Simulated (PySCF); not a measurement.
chlorotrifluoromethane (CClF3), singlet, geometry from GFN2-xTB; HF/3-21G (PySCF).

Here is a job for PySCF.
```python
from pyscf import gto, scf

mol = gto.M(
    atom='''
F    -0.86134566   -0.63254016   -1.02874238
C    -0.35035604   -0.00774362    0.01889747
F    -0.84407447    1.21875581    0.05006863
F    -0.74576507   -0.64039210    1.11088556
Cl    1.42134135    0.03141469   -0.07666418
''',
    basis='3-21g',
    verbose=4,
    symmetry=True,
)

mf = scf.RHF(mol)
mf.irrep_nelec = {"A'": 36, 'A"': 14}
mf.kernel()
mf.analyze()
```

What the program printed (banner, timings and long lists left out):

```
PySCF version 2.14.0

[INPUT] verbose = 4
[INPUT] num. atoms = 5
[INPUT] num. electrons = 50
[INPUT] charge = 0
[INPUT] spin (= nelec alpha-beta = 2S) = 0
[INPUT] symmetry True subgroup None
[INPUT] Mole.unit = angstrom
[INPUT] Symbol           X                Y                Z      unit          X                Y                Z       unit  Magmom
[...]
nuclear repulsion = 250.095095447637
point group symmetry = C3v, use subgroup Cs
symmetry origin: [-3.40150706e-09 -1.51178091e-09  1.88972618e-09]
symmetry axis x: [ 0.05763098 -0.50304838  0.86233462]
symmetry axis y: [-0.99830542 -0.02206469  0.05384651]
symmetry axis z: [-0.00806026 -0.86397655 -0.50346753]
num. orbitals of irrep A' = 33
num. orbitals of irrep A" = 16
number of shells = 27
number of NR pGTOs = 87
number of NR cGTOs = 49
basis = 3-21g
ecp = {}

******** <class 'pyscf.scf.hf_symm.SymAdaptedRHF'> ********
method = SymAdaptedRHF
initial guess = minao
damping factor = 0
level_shift factor = 0
DIIS = <class 'pyscf.scf.diis.CDIIS'>
diis_start_cycle = 1
diis_space = 8
diis_damp = 0
SCF conv_tol = 1e-09
SCF conv_tol_grad = None
SCF max_cycles = 50
direct_scf = True
direct_scf_tol = 1e-13
Freeze 50 electrons in irreps ["A'", 'A"']
    0 free electrons in irreps
Set gradient conv threshold to 3.16228e-05
Initial guess from minao.
init E= -792.047889987213
HOMO (A') = 0.151424356762061  LUMO (A") = -0.454736140268708  gap/eV = -16.49447

WARN: A' HOMO 0.151424356762061 > system LUMO -0.454736140268708

WARN: A" LUMO -0.454736140268708 < system HOMO 0.151424356762061

cycle= 1 E= -790.732311409698  delta_E= 1.32  |g|= 0.745  |ddm|= 9.91
HOMO (A') = -0.187248829741033  LUMO (A") = -0.327067610705848  gap/eV = -3.80466

WARN: A' HOMO -0.187248829741033 > system LUMO -0.327067610705848

WARN: A" LUMO -0.327067610705848 < system HOMO -0.187248829741033

cycle= 2 E= -790.826236275678  delta_E= -0.0939  |g|= 0.443  |ddm|= 2.33
HOMO (A') = -0.132263298012849  LUMO (A") = -0.265586788327191  gap/eV = -3.62792

WARN: A' HOMO -0.132263298012849 > system LUMO -0.265586788327191

WARN: A" LUMO -0.265586788327191 < system HOMO -0.132263298012849

cycle= 3 E= -790.859818211549  delta_E= -0.0336  |g|= 0.0742  |ddm|= 0.604
HOMO (A') = -0.124557972638351  LUMO (A") = -0.251521025126832  gap/eV = -3.45484

WARN: A' HOMO -0.124557972638351 > system LUMO -0.251521025126832

WARN: A" LUMO -0.251521025126832 < system HOMO -0.124557972638351

cycle= 4 E= -790.863816066722  delta_E= -0.004  |g|= 0.0316  |ddm|= 0.376
[...]
HOMO (A') = -0.128049841579953  LUMO (A") = -0.257832263468471  gap/eV = -3.53156

WARN: A' HOMO -0.128049841579953 > system LUMO -0.257832263468471

WARN: A" LUMO -0.257832263468471 < system HOMO -0.128049841579953

cycle= 9 E= -790.864891601078  delta_E= -9.08e-07  |g|= 0.000165  |ddm|= 0.00364
HOMO (A') = -0.128054155393831  LUMO (A") = -0.25781300487138  gap/eV = -3.53092

WARN: A' HOMO -0.128054155393831 > system LUMO -0.25781300487138

WARN: A" LUMO -0.25781300487138 < system HOMO -0.128054155393831

cycle= 10 E= -790.864891669301  delta_E= -6.82e-08  |g|= 5.31e-05  |ddm|= 0.00111
HOMO (A') = -0.128049264329683  LUMO (A") = -0.257822762818776  gap/eV = -3.53132

WARN: A' HOMO -0.128049264329683 > system LUMO -0.257822762818776

WARN: A" LUMO -0.257822762818776 < system HOMO -0.128049264329683

cycle= 11 E= -790.864891676255  delta_E= -6.95e-09  |g|= 1.41e-05  |ddm|= 0.00035
HOMO (A') = -0.128050210501665  LUMO (A") = -0.257821884330531  gap/eV = -3.53127

WARN: A' HOMO -0.128050210501665 > system LUMO -0.257821884330531

WARN: A" LUMO -0.257821884330531 < system HOMO -0.128050210501665

cycle= 12 E= -790.864891676699  delta_E= -4.44e-10  |g|= 5.57e-06  |ddm|= 7.63e-05
HOMO (A') = -0.128050188231501  LUMO (A") = -0.257821748273055  gap/eV = -3.53126

WARN: A' HOMO -0.128050188231501 > system LUMO -0.257821748273055

WARN: A" LUMO -0.257821748273055 < system HOMO -0.128050188231501

Extra cycle  E= -790.864891676742  delta_E= -4.25e-11  |g|= 3.07e-06  |ddm|= 1.62e-05
converged SCF energy = -790.864891676742
**** SCF Summaries ****
Total Energy =                        -790.864891676741991
Nuclear Repulsion Energy =             250.095095447637476
One-electron Energy =                -1596.421055785997623
Two-electron Energy =                  555.461068661618015
Two-electron Coulomb Energy =          618.524868610477029
DFT Exchange-Correlation Energy =      -63.063799948859014
HOMO-LUMO gap [eV] =                    -3.531264014708318
Wave-function symmetry = A'
occupancy for each irrep:     A'   A"
                              18    7
**** MO energy ****
[...]
 ** Mulliken pop on meta-lowdin orthogonal AOs  **
 ** Mulliken pop  **
 ** Mulliken atomic charges  **
charge of    0F =     -0.31284
charge of    1C =      0.11550
charge of    2F =     -0.31284
charge of    3F =     -0.34049
charge of    4Cl =      0.85068
Dipole moment(X, Y, Z, Debye):  5.40580,  0.19227, -0.41649
```
